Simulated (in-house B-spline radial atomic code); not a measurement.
A fraction x of an electron is removed from 4p in Ag2+, starting from [Kr] 4d9 and keeping the highest spin. Method: non-relativistic LDA PW92, spin-polarised, spherical fractional occupations, point nucleus. Calculated with an all-electron radial atomic-structure program (B-spline basis).

```csv
x,E(x) - E(0) (eV),4p down level (eV)
0,0.0000,-78.718
0.05,3.9557,-79.513
0.23,18.5278,-82.407
0.36,29.3784,-84.529
0.48,?,?
0.5,41.3739,-86.840
0.61,51.0271,-88.675
0.74,62.6970,-90.865
0.8,?,?
0.89,76.5179,-93.419
1,86.8978,-95.309
```

Task: What belongs in the row x = 0.48?

Result: An energy change of 39.6404 eV; 4p down at -86.508 eV.

Task: What belongs in the row x = 0.8?

Result: An energy change of 68.1794 eV; 4p down at -91.883 eV.

Task: Check Janak's theorem between x = 0.05 and 0.23.

Result: The slope of the energy is 80.96 eV; the orbital levels give 80.96 eV (-ε of the emptying orbital, averaged over the two points).
